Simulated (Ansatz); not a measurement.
An input meant for Li4H5⁻ (charge -1, singlet).

```yaml
crystal:
  periodic: [false, false, false]
  atoms:
    - {symbol: Li, position_ang: [0.418806, 1.008625, 1.388278]}
    - {symbol: Li, position_ang: [-0.305963, -1.359813, 1.083083]}
    - {symbol: Li, position_ang: [0.174351, 1.396043, -1.065864]}
    - {symbol: Li, position_ang: [-0.543318, -0.973022, -1.370556]}
    - {symbol: H, position_ang: [-0.734228, 0.209225, 0.104350]}
    - {symbol: H, position_ang: [-0.470351, -2.450118, -0.337611]}
    - {symbol: H, position_ang: [0.483064, -0.459822, 2.427186]}
    - {symbol: H, position_ang: [0.964256, 2.308425, 0.269228]}
    - {symbol: H, position_ang: [0.013383, 0.320458, -2.498094]}
basis:
  gaussian: {orbitals: def2-mTZVP}
total_charge: -1
hamiltonian: {xc: {name: HF}}
correlation: {active_space: {window: {electrons: 3, orbitals: 2}}}
scf: {lower_state_search: light}
output: {forces: true}
```

```sh
$ ansatz run in.yaml --threads 4 --pin off --events-out ev --progress --plain --max-ram 3916MiB
```

Shortened log:

```
Functional definition: HF
593 factors; integrals over basis functions are off by at most 5.4e-5 eV
mean field evaluation 1: about -889.7120 eV, gradient 9.4e0 eV
mean field evaluation 2: about -889.7215 eV, gradient 9.4e0 eV
mean field evaluation 4: about -890.3276 eV, gradient 2.5e-1 eV
mean field evaluation 8: about -890.3282 eV, gradient 8.7e-4 eV
mean field -890.32824784 eV, -32.7189596221 hartree, gradient 1.3e-6 eV, S^2 0.000000; 0 other end points of the search recorded, 0 dependent functions left out
reference -890.32824784 eV, -32.7189596221 hartree; 9, 9 occupied and 38, 38 virtual orbitals, 593 factors
Error: 3 electrons in 2 orbitals form no window around the highest filled level of the reference
```

In this input the active space doesn't fit the electrons. The run stopped with an error.
